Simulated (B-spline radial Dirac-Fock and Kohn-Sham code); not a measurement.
**Hg⁺ 5d5/2: cross section and angular parameters**

System: mercury as Hg⁺ in the configuration [Xe] 4f14 5d10 6s1; threshold 22.98 eV (orbital energy of the model). Level of theory: Dirac-Hartree-Slater photoionisation with a Latter tail; cross sections with all multipoles, angular parameters from the dipole term and its interference with E2; a radial B-spline solver.

For linearly polarised light dσ/dΩ = σ/(4π) [1 + β P₂(cos θ) + (δ + γ cos²θ) sin θ cos φ], with θ from the polarisation vector and φ the angle between the beam and the projection of the electron momentum on the plane normal to the polarisation.

```
hν (eV)  σ (kb)       β       γ       δ
   55.1   12200   0.869  -0.001   0.007
   77.2    3640   1.374   0.027   0.014
    171     103   1.224   0.455  -0.040
    200    67.3   0.110   0.213  -0.024
    202    66.2   0.046   0.192  -0.022
    319    68.0  -0.165   0.012   0.065
    333    68.9  -0.074   0.041   0.064
    392    70.0   0.248   0.140   0.055
    420    69.3   0.368   0.171   0.049
    429    68.9   0.403   0.179   0.047
    438    68.5   0.436   0.186   0.045
    535    62.3   0.709   0.215   0.028
    570    59.6   0.781   0.212   0.023
    643    53.9   0.903   0.191   0.014
    657    52.8   0.922   0.186   0.013
    800       ?       ?       ?       ?
    933    35.1   1.168   0.068   0.001
   1110    27.3   1.248   0.011   0.001
 1253.6    22.5   1.292  -0.018   0.002
   1640    14.0   1.358  -0.040   0.008
   1800    11.7   1.373  -0.032   0.011
   2000    9.49   1.384  -0.011   0.014
   2900    4.20   1.385   0.156   0.031
   3400    2.87   1.370   0.269   0.040
 5414.7   0.844   1.280   0.711   0.078
   5520   0.799   1.275   0.732   0.080
   6310   0.547   1.239   0.881   0.096
 8047.8   0.266   1.163   1.166   0.131
 9251.7   0.173   1.116   1.335   0.155
  12000  0.0756   1.020   1.652   0.211
```

Task: Give the values at 800 eV.

Result: σ = 42.8 kb, β = 1.075, γ = 0.124, δ = 0.005.

Values without a named source are computed, but for edge energies of neutral atoms, which are taken from tables.
